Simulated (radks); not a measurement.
Task: All-electron atom: Kr16+ in [Ar] 3d2. All-electron calculation, scalar-relativistic Kohn-Sham, BLYP, spin-polarised, spherical densities, finite nucleus; open shells are filled with parallel spins first; Fermi nuclear charge, rms radius 4.1884 fm. Program: a radial shooting solver on a logarithmic mesh with Libxc functionals. Some entries of the table are withheld. Estimate them.

| orbital | occ. | eigenvalue (hartree) | r(max) (bohr) |
|---|---|---|---|
| 1s up | 1 | -540.7981 | 0.02708 |
| 1s down | 1 | -540.7974 | 0.02708 |
| 2s up | 1 | -89.00365 | 0.1541 |
| 2s down | 1 | -88.86485 | 0.1540 |
| 2p up | 3 | -81.12140 | 0.1233 |
| 2p down | 3 | -81.01749 | 0.1232 |
| 3s up | 1 | -27.17989 | 0.4435 |
| 3s down | 1 | -26.98988 | 0.4441 |
| 3p up | 3 | -24.64230 | 0.4330 |
| 3p down | 3 | -24.44855 | 0.4338 |
| 3d up | 2 | (1) | 0.3620 |
| 3d down | 0 | (2) | 0.3633 |

Result: 
(1) 3d up eigenvalue (hartree): -20.77125
(2) 3d down eigenvalue (hartree): -20.54824
